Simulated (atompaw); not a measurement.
**How hard is this silicon (Si) PAW (atompaw) potential?**

atompaw 4.2.0.5 input, output lines left out:

```
Si 14
GGA-PBE scalarrelativistic loggrid 1500 logderivrange -3 5 201
3 3 0 0 0 0
3 1 1.5
0 0 0
c
c
v
c
v
1
2.35 1.90 1.60 2.25
y
2.05
n
y
-0.15
n
custom polynom2 7 10 vanderbiltortho sinc
2 0 ultrasoft
2.35
2.35
2.35
2.35
```

The pseudo-atom Hamiltonian at the reference potential is diagonalised in spherical Bessel functions j_l(qr) that vanish at 20 bohr, with q² up to the cutoff. All-electron valence levels (Ry): 3s -1.0825, 3p -0.5642.

Question: How do the lowest levels (Ry) of each channel move with the cutoff, and are there ghosts?

Answer:

```csv
cutoff (Ry),s #1,p #1,p #2,d #1,d #2,f #1,Σ f·Δε (mRy)
8,-1.0813,-0.5616,-0.0811,-0.0664,0.0196,0.0332,6.3
10,-1.0822,-0.5621,-0.0812,-0.0676,0.0187,0.0332,3.8
12,-1.0824,-0.5630,-0.0813,-0.0684,0.0181,0.0332,2.0
15,-1.0824,-0.5639,-0.0815,-0.0691,0.0177,0.0332,0.6
18,-1.0824,-0.5641,-0.0815,-0.0696,0.0173,0.0332,0.2
21,-1.0824,-0.5642,-0.0815,-0.0699,0.0171,0.0332,0.1
400,-1.0825,-0.5642,-0.0815,-0.0701,0.0169,0.0332,0.0
```

Result: no extra level below or beside the all-electron valence levels (s, p, d, f tested); 10 mRy is reached at 8 Ry and 1 mRy at 15 Ry.
